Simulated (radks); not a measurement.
Polarisability of the osmium ion Os+, [Xe] 4f14 5d6 6s1, at imaginary frequency. Method: scalar-relativistic Kohn-Sham, PBE, spin-polarised, spherical densities, finite nucleus; open shells are filled with parallel spins first (spin-orbit coupling, left out, can overturn this in heavy ions); Fermi nuclear charge, rms radius 5.4126 fm; computed with a radial shooting solver on a logarithmic mesh with Libxc functionals. Response by self-consistent Sternheimer equations with the Hartree and adiabatic LDA kernel, the relativistic mass of each level held fixed and spin-orbit coupling left out.

w (hartree),alpha1(iw) (bohr^3)
0.00266,26.60
0.0143,26.55
0.0360,26.27
0.0697,25.43
0.118,23.58
0.186,20.49
0.280,16.54
0.413,12.52
0.605,9.000
0.892,6.145
1.35,3.906
2.12,2.227
3.59,1.078
6.94,0.4105
17.5,0.1009

Static values: alpha1 = 26.60 bohr^3 (3.942 angstrom^3; uncoupled 46.45). C6 = 220.9, triple-dipole C9 = 3957 atomic units. One-pole (London) frequency 4 C6 / (3 alpha1^2) = 0.416 hartree, against 0.449 for minus the highest occupied eigenvalue.
